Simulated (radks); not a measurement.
Values are calculated unless marked as measured or tabulated.
All-electron atom: Cu in [Ar] 3d10 4s1.

Level of theory: Dirac Kohn-Sham, BLYP, spin-unpolarised, spherical densities, finite nucleus; Fermi nuclear charge, rms radius 3.8823 fm (a radial shooting solver on a logarithmic mesh with Libxc functionals).

Energy parts (hartree):
| part | energy |
|---|---|
| total | -1655.25437 |
| kinetic | 1684.02384 |
| electron-nucleus | -3989.44505 |
| Hartree | 718.11221 |
| exchange-correlation | -67.94536 |

Orbitals (lengths in bohr, moments of r in powers of bohr; <r^-3> diverges for s and p1/2; r(max) is where P^2 peaks; r(90%) holds 90 % of the orbital's charge):
| orbital | occ. | eigenvalue (hartree) | <r^-3> | <r^2> | r(max) | r(90%) |
|---|---|---|---|---|---|---|
| 1s1/2 | 2 | -325.2856 | - | 0.003656 | 0.03411 | 0.0931 |
| 2s1/2 | 2 | -39.03980 | - | 0.06523 | 0.1967 | 0.364 |
| 2p1/2 | 2 | -34.20878 | - | 0.05122 | 0.1563 | 0.335 |
| 2p3/2 | 4 | -33.45484 | 685.6 | 0.05277 | 0.1590 | 0.339 |
| 3s1/2 | 2 | -4.20651 | - | 0.5864 | 0.6132 | 1.07 |
| 3p1/2 | 2 | -2.71009 | - | 0.6522 | 0.6136 | 1.15 |
| 3p3/2 | 4 | -2.61487 | 87.16 | 0.6716 | 0.6217 | 1.17 |
| 3d3/2 | 4 | -0.19008 | 7.664 | 1.558 | 0.5993 | 1.90 |
| 3d5/2 | 6 | -0.18014 | 7.443 | 1.605 | 0.6024 | 1.93 |
| 4s1/2 | 1 | -0.17092 | - | 10.16 | 2.264 | 4.59 |

The highest occupied level is 4s1/2 at -4.651 eV. The density falls to 0.001 e/bohr^3 at r = 4.10 bohr. The electron density at the nucleus is 2.22e+04 e/bohr^3. For comparison, the ionisation energy in NIST's Atomic Spectra Database is 7.726 eV (measured). In exact Kohn-Sham theory the highest level is minus the ionisation energy, but local and semilocal functionals leave it too shallow, through self-interaction and a potential that decays too fast; potentials with the right tail come closer.

Beside tabulated values, note that spin-unpolarised runs miss the spin-polarisation part of the exchange energy of open shells.
